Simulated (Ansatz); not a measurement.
Cl2H3HfOSi, SMILES [SiH3][O][Hf]([Cl])[Cl] (connectivity only; charge and spin as stated), neutral, multiplicity 2.

The structure is a stationary point at PBE0-D3(BJ)/def2-SVP. The spin state was assumed, not searched. The isomer is the one that the SMILES or the coordinates give; other isomers of the formula were not compared. The def2 effective core potentials stand for the cores of Hf; spin–orbit coupling is left out. One conformer was computed; it need not be the lowest.

Two levels are set side by side: PBE/def2-SVPD (Ansatz, an electronic-structure program) and CAM-B3LYP/def2-SVPD (Ansatz). Energy differences of separate SCF runs at the same geometry; the states with an electron removed or added have multiplicity 1 and 1. Differences are taken from unrounded values.

```csv
quantity,CAM-B3LYP
vertical ionisation energy (eV),7.80
vertical electron affinity (eV),1.05
```

Problem. What does PBE give, and how far is it from CAM-B3LYP? (An estimate is asked for; the answer gives what the named calculation found.)

Solution. 
```
quantity                          PBE  PBE minus CAM-B3LYP
-------------------------------  ----  -------------------
vertical ionisation energy (eV)  7.51                -0.30
vertical electron affinity (eV)  1.09                 0.04
```
